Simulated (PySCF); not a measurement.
**Calculated NMR parameters of CO/C(=C\F)OC(F)(F)F**

```yaml
Formula: C4H4F4O2
SMILES: CO/C(=C\F)OC(F)(F)F
InChI: InChI=1S/C4H4F4O2/c1-9-3(2-5)10-4(6,7)8/h2H,1H3/b3-2+
Point_group_of_the_computed_structure: Cs
Degrees_of_unsaturation: 1
Carbon_signals: 4
Proton_signals: 2
```

Bonds (- single, = double, # triple, : aromatic): C1-O2 1.419 Å, O2-C3 1.338 Å, C3=C4 1.332 Å, C4-F5 1.348 Å, C3-O6 1.396 Å, O6-C7 1.333 Å, C7-F8 1.329 Å, C7-F9 1.336 Å, C7-F10 1.336 Å. C1 carries H11, H12, H13; C4 carries H14. Stereochemistry as in CO/C(=C\F)OC(F)(F)F.

How the numbers were obtained: GFN2-xTB structure, PBE0/pcSseg-1 with gauge-including orbitals, in PySCF 2.14.0 with density-fitted response routines (one conformer, no relativistic terms, averaged over atoms made equivalent by symmetry, fast rotation or ring inversion, no solvent model).

Referencing at the same level of theory: TMS for $^{1}$H (31.72 ppm) and $^{13}$C (186.93 ppm); CFCl3 for $^{19}$F (170.95 ppm); $^{17}$O (336.08 ppm) vs H2O.

| carbon | δC, type | δH (multiplicity) | HMBC from (2–3 bonds) | span of the C tensor (ppm) |
| --- | --- | --- | --- | --- |
| C1 | 59.3, CH3 | 4.29 (s) | – | 79 |
| C3 | 158.9, C | – | H14, H11/H12/H13 | 129 |
| C4 | 131.3, CH | 7.09 (m) | – | 94 |
| C7 | 129.0, C | – | – | 9 |

Other nuclei:
```tsv
atoms	nucleus	environment	δ (ppm)	σ (ppm)
F8/F9/F10	$^{19}$F	fluorine of an OCF3 group	-66.9	237.9
F5	$^{19}$F	vinylic fluorine	-229.0	399.9
O6	$^{17}$O	ether oxygen	151.5	184.6
O2	$^{17}$O	ether oxygen	105.8	230.3
```

1. Carbon types of the structure: 2 × C, 1 × CH, 1 × CH3, which accounts for all hydrogens.
2. δC 158.9: alkene carbon bearing oxygen; an sp2 carbon further deshielded by the attached heteroatom.
3. δC 131.3: β carbon of an enol-ether or enamine type C=C.
4. δC 129.0: CF3 carbon; 4 electronegative neighbours deshield it.
5. δC 59.3: methyl carbon bonded to O; the inductive effect lowers its shielding.
6. δH 7.09: hydrogen on a β carbon of an enol-ether or enamine type C=C; a vinylic proton, deshielded by the sp2 carbon and the C=C anisotropy.

Splittings by $^{19}$F in the carbon and heteronuclear signals aren't shown, as no couplings were computed. Shifts are as computed. Against solution values, carbons near 30 ppm lie about +3 ppm off and those near 130 ppm about +5 ppm. Of 1309 compounds with measured shifts, 239 miss one by over three times the rms of a fit or turn the order of signals round; such compounds aren't used in these exercises. Unscaled 19F shifts against computed CFCl3 carry errors that often reach 10 to 50 ppm. Experimental scales use liquid or dissolved standards, which lie at an offset from isolated H2O (liquid H2O: subtract about 36 ppm). Multiplicities follow the n + 1 count of equivalent neighbours, as no J values were calculated; m marks all less simple cases, F and P coupling included.
